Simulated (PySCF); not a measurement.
C6H9FOS.
Numbering: `[CH3:1]/[CH:2]=[CH:3]/[C@H:4]([F:5])[O:6][C:7]([CH3:8])=[S:9]` (hydrogens: H10, H11, H12 on C1; H13 on C2; H14 on C3; H15 on C4; H16, H17, H18 on C8)

Computed geometry: GFN2-xTB, gas phase.

Question: What internal coordinates does the optimisation give?

Answer: 
| bond | length (Å) | order |
| --- | --- | --- |
| C1–C2 | 1.487 | single |
| C2=C3 | 1.322 | double |
| C3–C4 | 1.500 | single |
| C4–F5 | 1.387 | single |
| C4–O6 | 1.387 | single |
| O6–C7 | 1.347 | single |
| C7–C8 | 1.490 | single |
| C7=S9 | 1.623 | double |
| C1–H10, C1–H11, C1–H12 | 1.088 | single |
| C2–H13 | 1.081 | single |
| C3–H14 | 1.080 | single |
| C4–H15 | 1.106 | single |
| C8–H16, C8–H17, C8–H18 | 1.089 | single |

Bonds in one row agree within 0.01 Å and their mean is given. Orders are formal, as drawn. A selection of angles:
| angle | degrees |
| --- | --- |
| C1–C2–C3 | 124.2 |
| C2–C3–C4 | 124.5 |
| C3–C4–F5 | 109.1 |
| C3–C4–O6 | 110.6 |
| F5–C4–O6 | 109.3 |
| C4–O6–C7 | 122.4 |
| O6–C7–C8 | 120.7 |
| O6–C7–S9 | 116.6 |
| C8–C7–S9 | 122.7 |

Dihedral angles: C1–C2–C3–C4 180° (antiperiplanar); C2–C3–C4–F5 126° (anticlinal); C3–C4–O6–C7 -172° (antiperiplanar); C4–O6–C7–C8 -2° (synperiplanar).

Of the pairs four or more bonds apart, O6···H13 is among the closest relative to their van der Waals radii: 2.40 Å, 88 % of the sum of Bondi's values. The 4 C–C bonds span 1.322 Å (C2=C3, drawn double) to 1.500 Å (C3–C4, drawn single), a spread of 0.178 Å. The 2 C–O bonds span 1.347 Å (O6–C7, drawn single) to 1.387 Å (C4–O6, drawn single), a spread of 0.040 Å. O6 (oxygen bonded to 2 C) is bent (angle 122.4°).

Point group: C1 (no symmetry element, even within 0.4 Å). Stationary, but not proved a minimum. The numbers are those of one conformer.
